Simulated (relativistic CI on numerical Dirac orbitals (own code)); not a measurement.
# Radial parameters of Br⁷⁺

Method of calculation: Dirac-Coulomb-Breit CI, KLI orbitals optimised for each configuration, model QED (radiative potential, 1s self-energy scaled to tabulated hydrogen-like ionisation energies), unscaled Slater integrals (own radial code, finite nucleus).

Slater integrals F^k, G^k are unscaled and averaged over j, outside the closed core [Ar]; ζ comes from projecting the Hamiltonian with its Breit term on Σ l·s of the shell.

- 3d⁹4s: ζ(3d) = 3371.6, G^2(3d,4s) = 17329 cm⁻¹; <r>(3d) = 0.559, <r^2>(3d) = 0.3793, <r>(4s) = 1.363, <r^2>(4s) = 2.087 (bohr units).
- 3d⁹4p: ζ(3d) = 3381.1, F^2(3d,4p) = 42610, G^1(3d,4p) = 14630, G^3(3d,4p) = 13995, ζ(4p) = 5779.6 cm⁻¹; <r>(3d) = 0.5585, <r^2>(3d) = 0.3785, <r>(4p) = 1.481, <r^2>(4p) = 2.473 (bohr units).
- 3d⁸4s²: F^2(3d,3d) = 179260, F^4(3d,3d) = 113550, ζ(3d) = 3539.1 cm⁻¹; <r>(3d) = 0.5452, <r^2>(3d) = 0.3592 (bohr units).

Give the Racah parameters of the d shell in 3d⁸4s².

B = F²/49 − 5F⁴/441 = 2371 cm⁻¹ and C = 35F⁴/441 = 9012 cm⁻¹.

Averages of the first 10 configurations, taken without configuration mixing, which lowers the lowest level and can move excited configurations by several eV; other configurations of the list can lie among them:

```tsv
Configuration	Parity	States	Average energy above the lowest level (eV)
3d¹⁰	even	1	0.4
3d⁹4s	even	20	69.5
3d⁹4p	odd	60	87.2
3d⁸4s²	even	45	149.8
3d⁹4d	even	100	113.7
3d⁸4s4p	odd	540	166.0
3d⁹5s	even	20	127.9
3d⁸4p²	even	675	185.6
3d⁹5p	odd	60	134.9
3d⁹4f	odd	140	135.8
```
